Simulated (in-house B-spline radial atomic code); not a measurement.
Configurations of Rh V (Rh4+), with energies counted from [Kr] 4d5. Computed with an all-electron radial atomic-structure program (B-spline basis): scalar-relativistic (X2C) PBE0, spin-polarised, spherical fractional occupations, exact exchange averaged over the configuration, Fermi nucleus of rms radius 4.4945 fm. Shells without spins written out take the highest spin.

Occupations are held fixed; configurations that lie above the ionisation limit could autoionise.

```
           configuration  E - E(ref) (eV)  highest orbital  its <r> (bohr)
            [Kr] 4d4 5p1           24.889            5p up           2.533
            [Kr] 4d4 4f1           38.647            4f up           2.517
[Ar] 3d9 4s2 4p6 4d5 5s1           326.02            5s up           2.203
[Ar] 3d9 4s2 4p6 4d5 5p1           334.81            5p up           2.487
[Ar] 3d9 4s2 4p6 4d5 5d1           346.88            5d up           3.193
```

Q: Order these further configurations by energy, lowest first.
A. [Ar] 3d9 4s2 4p6 4d5 5f1
B. [Ar] 3d10 4s2 4p5 4d5 5p1
C. [Ar] 3d10 4s2 4p5 4d5 5d1
D. [Kr] 4d4 5s1
E. [Ar] 3d10 4s2 4p5 4d6

A: D (16.26 eV), E (48.197 eV), B (68.402 eV), C (80.419 eV), A (358.02 eV).
